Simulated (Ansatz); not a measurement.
Isolated molecules relaxed with PBE0-D4/def2-TZVP in Ansatz; ΔE leaves out vibrations. CCSD(T)/CBS is the MP2 limit (def2-TZVPP, def2-QZVPP) plus CCSD(T) − MP2 in def2-TZVPP, frozen cores. This one scheme is used for every species. Functionals use def2-TZVPP. B3LYP here is the variant with VWN-RPA as its local correlation; programs differ in this. Each species was taken in one conformer, which may not be the lowest.

`CCO[SiH](C)F` → `CCOC` + `F[SiH]`  (silylene formation by 1,1-elimination)

```tsv
level	ΔE (eV)	difference from CCSD(T)/CBS
PBE0-D4	4.26	0.01
ωB97X-V	4.26	0.01
r2SCAN	4.40	0.15
PBE0	4.17	-0.08
B3LYP	3.96	-0.29
HF/def2-TZVPP	4.13	-0.12
SCS-MP2/def2-TZVPP	4.25	0.00
CCSD/def2-TZVPP	4.15	-0.10
MP2/def2-QZVPP	4.46	0.21
SCS-MP2/def2-QZVPP	4.31	0.06
CCSD(T)/CBS	4.25	0
```

Largest T1 diagnostic among the species: 0.015.

The D4 term adds +0.16 eV with B3LYP and +0.09 eV with PBE0; it sums over pairs of atoms, weighted by their polarisabilities, and B3LYP, whose exchange is more repulsive, gets the larger term. From PBE to PBE0 (25 % exact exchange), in def2-TZVPP and without D4, ΔE moves by +0.21 eV.
